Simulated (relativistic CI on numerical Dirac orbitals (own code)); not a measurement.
# d9 in a ligand field

Computed with a parametric ligand-field model of a d^n configuration (Racah B and C, spin-orbit zeta, crystal field), exact diagonalisation.

Field parameters in Wybourne normalisation: Oh B⁴₀ = 21Dq, B⁴₄ = √(5/14) B⁴₀; Td as Oh with Dq negative (B⁴₀ = 21Dq, B⁴₄ = √(5/14) B⁴₀). The field is a parameter set, without covalency.

Task: Lowest levels for B = 870, C = 4030, ζ = 600 cm⁻¹, Oh, 10Dq = 38250 cm⁻¹?

Result: Γ8 0 (S 0.50), Γ7 37664 (S 0.50), Γ8 38578 (S 0.50) cm⁻¹, with S from ⟨S²⟩ = S(S + 1). The ground level has 3.00 electrons in the cubic e pair.

Task: Lowest levels for B = 810, C = 3920, ζ = 590 cm⁻¹, Oh, 10Dq = 23200 cm⁻¹?

Result: Γ8 0 (S 0.50), Γ7 22632 (S 0.50), Γ8 23539 (S 0.50) cm⁻¹, with S from ⟨S²⟩ = S(S + 1). The ground level has 3.00 electrons in the cubic e pair.

Task: Lowest levels for B = 1010, C = 4520, ζ = 130 cm⁻¹, Oh, 10Dq = 23650 cm⁻¹?

Result: Γ8 0 (S 0.50), Γ7 23521 (S 0.50), Γ8 23717 (S 0.50) cm⁻¹, with S from ⟨S²⟩ = S(S + 1). The ground level has 3.00 electrons in the cubic e pair.

Task: Lowest levels for B = 1000, C = 4460, ζ = 230 cm⁻¹, Td, 10Dq = -6150 cm⁻¹?

Result: Γ7 0 (S 0.50), Γ8 332 (S 0.50), Γ8 6393 (S 0.50) cm⁻¹, with S from ⟨S²⟩ = S(S + 1). The ground level has 4.00 electrons in the cubic e pair.

Task: Lowest levels for B = 420, C = 1760, ζ = 490 cm⁻¹, Oh, 10Dq = 12900 cm⁻¹?

Result: Γ8 0 (S 0.50), Γ7 12437 (S 0.50), Γ8 13200 (S 0.50) cm⁻¹, with S from ⟨S²⟩ = S(S + 1). The ground level has 3.00 electrons in the cubic e pair.
